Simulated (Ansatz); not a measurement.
Input for Ansatz (a first-principles code): R-wB97X-V/def2-TZVPP on CH5AlO (SMILES [CH3][AlH][OH]).

Ansatz 0.2 input:
```yaml
crystal:
  periodic: [false, false, false]
  atoms:
    - {symbol: C, position_ang: [-1.26211263, -0.12265064, 0.04798231]}
    - {symbol: Al, position_ang: [0.60669761, 0.37629636, -0.15252922]}
    - {symbol: O, position_ang: [1.78006757, -0.76883480, 0.31412981]}
    - {symbol: H, position_ang: [-1.37476571, -1.12896127, 0.45518507]}
    - {symbol: H, position_ang: [-1.78481649, -0.08585486, -0.91254477]}
    - {symbol: H, position_ang: [-1.78606374, 0.57153335, 0.71190729]}
    - {symbol: H, position_ang: [1.09751406, 1.77080597, -0.71762362]}
    - {symbol: H, position_ang: [2.72347932, -0.61233411, 0.25349313]}
basis:
  gaussian:
    orbitals: def2-TZVPP
hamiltonian:
  xc: {name: wB97X-V}
scf: {lower_state_search: off}
```

The head of its log:

```
WARN ansatz: RAYON_NUM_THREADS=1 ignored (pool sized by the plan → 1); use --threads N
Functional definition: wB97X-V
these checks for a lower state are left out or cut short: stability, starts, cluster_reference, orbital_swaps, neighbouring_geometries, increment
integrals: 0.10 GiB planned
914 factors; their error is unknown
integrals: 0.13 GiB planned
234 factors; integrals over basis functions are off by at most 1.1e-5 eV
mean field: 0.84 GiB planned
mean field evaluation 1: about -9756.6832 eV, gradient 6.2e1 eV
mean field evaluation 2: about -9755.9087 eV, gradient 6.7e1 eV
```

### Question
What total energy does the run end on?

### Answer
-358.8045 hartree.
